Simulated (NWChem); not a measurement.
System meant: C$_{3}$H$_{4}$O$_{2}$Si; SMILES O=C1C=CO[SiH2]1

The following NWChem deck was run.

```
start job
memory heap 200 mb stack 900 mb global 1100 mb
geometry units angstroms noautoz
  O     -0.205086     2.243946     0.000000
  C      0.049064     1.059713     0.000000
  C      1.367678     0.423451     0.000000
  C      1.325062    -0.933613     0.000000
  O      0.160865    -1.594935     0.000000
  Si    -1.152000    -0.471563     0.000000
  H      2.299899     0.990757     0.000000
  H      2.207604    -1.582888     0.000000
  H     -1.962334    -0.687209    -1.227739
  H     -1.962334    -0.687209     1.227739
end
basis spherical
  O library def2-svp
  C library def2-svp
  Si library def2-svp
  H library def2-svp
end
dft
  xc pbe0
  iterations 4
  mulliken
end
task dft energy
```

End of the output:

```
    Atom       Charge   Shell Charges
 -----------   ------   -------------------------------------------------------
    1 O    8     8.16   1.97  0.93  0.65  2.68  1.90  0.03
    2 C    6     6.07   1.97  0.63  0.33  1.81  1.13  0.20
    3 C    6     6.18   1.97  0.62  0.31  1.96  1.25  0.08
    4 C    6     5.88   1.97  0.61  0.30  1.79  1.05  0.16
    5 O    8     8.20   1.97  0.91  0.60  2.72  1.98  0.02
    6 Si  14    13.43   2.00  1.93  0.68  0.33  5.82  1.30  1.00  0.38
    7 H    1     0.96   0.62  0.26  0.07
    8 H    1     0.97   0.64  0.26  0.07
    9 H    1     1.08   0.64  0.42  0.03
   10 H    1     1.08   0.64  0.42  0.03

 center of mass
 --------------
 x =  -0.00831258 y =   0.03721656 z =   0.00000000

 moments of inertia (a.u.)
 ------------------
         575.228262821861          -0.000000000000           0.000000000000
          -0.000000000000         366.844535167556           0.000000000000
           0.000000000000           0.000000000000         920.373039838399

     Multipole analysis of the density
     ---------------------------------

     L   x y z        total         alpha         beta         nuclear
     -   - - -        -----         -----         ----         -------
     0   0 0 0     -0.000000    -26.000000    -26.000000     52.000000

     1   1 0 0      0.123003      0.061501      0.061501     -0.000000
     1   0 1 0     -0.979325     -0.489663     -0.489663      0.000000
     1   0 0 1      0.000000      0.000000      0.000000      0.000000

     2   2 0 0    -26.528530   -118.185900   -118.185900    209.843270
     2   1 1 0     -0.486310     -1.152939     -1.152939      1.819568
     2   1 0 1     -0.000000     -0.000000     -0.000000      0.000000
     2   0 2 0    -37.356400   -163.687024   -163.687024    290.017647
     2   0 1 1      0.000000      0.000000      0.000000      0.000000
     2   0 0 2    -31.200402    -20.983020    -20.983020     10.765638

 ------------------------------------------------------------------------
 dft energy failed                                                                                  0
 ------------------------------------------------------------------------
 ------------------------------------------------------------------------
  current input line :
    26: task dft energy
 ------------------------------------------------------------------------
 ------------------------------------------------------------------------
 This type of error is most commonly associated with calculations not reaching convergence criteria
 ------------------------------------------------------------------------
 For more information see the NWChem manual at https://nwchemgit.github.io

0:dft energy failed:Received an Error in Communication
```

**Question.** Can this run be used? If not, why, and what is the fix?

**Answer.** Convergence was not reached. Cause: the SCF was allowed too few iterations. This input runs:
```
start job
memory heap 200 mb stack 900 mb global 1100 mb
geometry units angstroms noautoz
  O     -0.205086     2.243946     0.000000
  C      0.049064     1.059713     0.000000
  C      1.367678     0.423451     0.000000
  C      1.325062    -0.933613     0.000000
  O      0.160865    -1.594935     0.000000
  Si    -1.152000    -0.471563     0.000000
  H      2.299899     0.990757     0.000000
  H      2.207604    -1.582888     0.000000
  H     -1.962334    -0.687209    -1.227739
  H     -1.962334    -0.687209     1.227739
end
basis spherical
  * library def2-svp
end
dft
  xc pbe0
  iterations 150
  mulliken
end
task dft energy
```
It converges to -555.95075 Ha (PBE0/def2-SVP).
